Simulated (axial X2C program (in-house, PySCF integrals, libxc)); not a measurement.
Curves of GaPt by EOM-EA-CCSD

Computed with an axial X2C code built on PySCF integrals: two-component X2C with atomic mean-field Coulomb and Gaunt terms, Gaussian nuclei, basis Pt dyall-acv3z, Ga dyall-acv3z with contracted cores.

Energies in eV from the lowest point of the lowest state; states are followed by energy order within each Ω. Reference: GaPt⁺, 12 electrons correlated in 92 virtual spinors with an MP2 remainder; levels at this size can be off by some tenths of an eV. Masses 194.965 and 68.926 u.

| R (Å) | (1)Ω=1/2 | (2)Ω=1/2 | (1)Ω=3/2 |
| --- | --- | --- | --- |
| 2.201 | 0.0317 | 2.2190 | 2.4012 |
| 2.296 | 0.0000 | 2.1827 | 2.3468 |
| 2.392 | 0.0728 | 2.2472 | 2.3940 |
| 2.500 | 0.2211 | 2.3817 | 2.5103 |
| 2.607 | 0.3989 | 2.5382 | 2.6506 |

T1 of the reference reaches 0.039 (Lee–Taylor). Curves followed by order can swap character. Number of frozen shells: Pt 5 s, 4 p, 2 d, 1 f; Ga 3 s, 2 p, 1 d. Roots with under 60 % one-particle weight at any point are counted in the labels but not shown, and the list ends where the roots sought for some Ω run out; states that need a further excitation are missing and may lie low or lowest. Curves with a minimum but no constants failed the fit check.
